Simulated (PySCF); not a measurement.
**Deuteron quadrupole couplings in `CC[Si@H](CC#N)S[SiH2]N`**

Species: C₄H₁₂N₂SSi₂.
Cartesian coordinates in Å at the GFN2-xTB level; atoms count from 1:
```
atom  x, y, z in Å
C1    -2.7568   -0.7326   -0.3219
C2    -1.9938   -1.1090    0.9458
Si3   -0.1768   -0.5546    0.9367
C4    -0.0279    1.3639    0.9647
C5    -0.5458    1.9701   -0.2181
N6    -0.9642    2.4437   -1.1729
S7     0.7606   -1.4289   -0.7787
Si8    2.3978   -0.1127   -1.2857
N9     3.2474    0.1558    0.1897
H10   -3.7749   -1.1151   -0.2811
H11   -2.8011    0.3469   -0.4482
H12   -2.2679   -1.1564   -1.1958
H13   -2.5014   -0.6869    1.8148
H14   -2.0228   -2.1926    1.0665
H15    0.5243   -1.0088    2.1447
H16    1.0234    1.6376    1.0630
H17   -0.5697    1.7604    1.8242
H18    3.0585   -0.8650   -2.3452
H19    1.9003    1.1851   -1.7096
H20    4.0608    0.7504    0.1683
H21    3.4210   -0.6344    0.7930
```

Level: PBE0/pcSseg-1 (PySCF, non-relativistic); Q(2H) = 0.00286 b; rigid geometry, the same for H and D, with no vibrational averaging.

Task: Rank these positions by the coupling χzz of a deuteron there, largest first.
A. H20 (N–H hydrogen)
B. H18 (Si–H hydrogen)
C. H21 (N–H hydrogen)
D. H16 (methylene hydrogen)
E. H12 (methyl hydrogen)

Result: A (287 kHz), C (282 kHz), E (209 kHz), D (203 kHz), B (109 kHz).

Task: What are Vzz, η and χzz (234.96 MHz × Q × Vzz) at all hydrogens?

Result: 
| atom | bonded to | bond length (Å) | Vzz (au) | η | χzz (kHz) |
| --- | --- | --- | --- | --- | --- |
| H10 | C1 | 1.088 | 0.3147 | 0.02 | 211 |
| H11 | C1 | 1.088 | 0.3088 | 0.04 | 208 |
| H12 | C1 | 1.087 | 0.3105 | 0.03 | 209 |
| H13 | C2 | 1.091 | 0.3123 | 0.02 | 210 |
| H14 | C2 | 1.091 | 0.3117 | 0.02 | 209 |
| H15 | Si3 | 1.469 | 0.1585 | 0.01 | 106 |
| H16 | C4 | 1.091 | 0.3024 | 0.06 | 203 |
| H17 | C4 | 1.091 | 0.3105 | 0.05 | 209 |
| H18 | Si8 | 1.458 | 0.1622 | 0.02 | 109 |
| H19 | Si8 | 1.453 | 0.1645 | 0.00 | 111 |
| H20 | N9 | 1.008 | 0.4271 | 0.16 | 287 |
| H21 | N9 | 1.009 | 0.4203 | 0.16 | 282 |

Task: Average by the element that carries the hydrogen.

Result: on C: 208 kHz over 7 positions, mean bond length 1.090 Å; on Si: 109 kHz over 3 positions, mean bond length 1.460 Å; on N: 285 kHz over 2 positions, mean bond length 1.008 Å.

Task: Give the 2H NMR doublet splittings at H18 for a magnetic field along the z, y and x axes of the gradient: 3χ/2, 3χ(1 + η)/4, 3χ(1 − η)/4.

Result: With |χ| = 109.0 kHz and η = 0.016: 163, 83 and 80 kHz, to first order and without motion.

One conformer (not necessarily the lowest) at the GFN2-xTB geometry, without solvent, vibrations or thermal averaging. GFN2-xTB bond lengths can be off by several hundredths of an ångström, more for odd bonds, and the gradients follow them. The basis is small and wasn't made for field gradients, so the couplings can be 20 % off.
